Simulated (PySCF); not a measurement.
PySCF input:

```python
from pyscf import gto, scf, dft

mol = gto.M(
    atom='''
    C     0.02903682   -0.01529440    0.62041104
    I     1.00576688    1.53984851   -0.04432792
    I    -1.00905407   -1.53811707   -0.02590729
    ''',
    basis='def2-tzvpd',
    ecp='def2-tzvp',
    charge=1,
    spin=1,
    verbose=4,
)

mf = dft.UKS(mol, xc='mn15').density_fit(auxbasis='def2-universal-jkfit')
mf.grids.level = 4
mf.conv_tol = 1e-9
mf.max_cycle = 100
mf.max_memory = 1500
mf.kernel()
if not mf.converged:
    mf = mf.newton()
    mf.kernel(mf.make_rdm1())
for _ in range(2):
    mo, _, stable, _ = mf.stability(return_status=True)
    if stable:
        break
    mf.kernel(mf.make_rdm1(mo, mf.mo_occ))
mf.analyze()
```

Task: What final total energy does it print?

Result: -631.63568 Eh (MN15/def2-TZVPD).
